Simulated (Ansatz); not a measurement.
Relaxation of BClF2HO (6 atoms, charge 0, multiplicity 2), to a largest force component of 0.03 eV/Å in at most 50 steps.

These are results of Ansatz 0.2.0, UKS r2SCAN/def2-SVP, not measurements.

```xyz
6
Properties=species:S:1:pos:R:3
B 0.011 -0.111 -0.363
Cl 0.037 -0.103 2.681
F 1.146 0.192 -0.937
O -1.119 -0.336 -1.033
H -1.876 -0.531 -0.464
F -0.008 0.041 4.275
```

Problem. Where does it end, and by what steps?

Solution. It converged. After 31 steps the energy has fallen by 4.759 eV; F6 moved furthest, 2.50 Å. Parted: Cl2–F6 (1.60 → 2.70 Å). Joined: B1–F6 (4.64 → 1.34 Å).

```tsv
step	energy less start (eV)	largest force component (eV/Å)	accepted
0	0.0000	3.500	yes
2	-0.6201	3.742	yes
4	-2.1387	3.536	yes
6	-2.6880	0.384	yes
8	-2.7475	0.249	yes
10	-2.8276	0.267	yes
12	-2.9033	0.532	yes
14	-2.9844	0.572	yes
16	-3.0698	0.225	yes
18	-3.1780	0.312	yes
20	-3.3811	0.932	yes
22	-4.0251	1.568	yes
24	-4.5793	2.443	yes
26	-4.7447	0.967	yes
28	-4.7507	0.391	yes
30	-4.7572	0.113	yes
31	-4.7591	0.025	yes
```

```xyz
6
Properties=species:S:1:pos:R:3
B 0.025 0.383 0.491
Cl -0.158 -2.225 2.118
F 1.239 0.669 0.061
O -0.943 0.059 -0.380
H -1.769 -0.190 0.055
F -0.203 0.458 1.812
```

Whether the end is a true minimum wasn't checked by a vibrational analysis.

The run took 110 s on 4 threads of Arm Neoverse V1, on a shared host, peak memory 0.25 GiB.
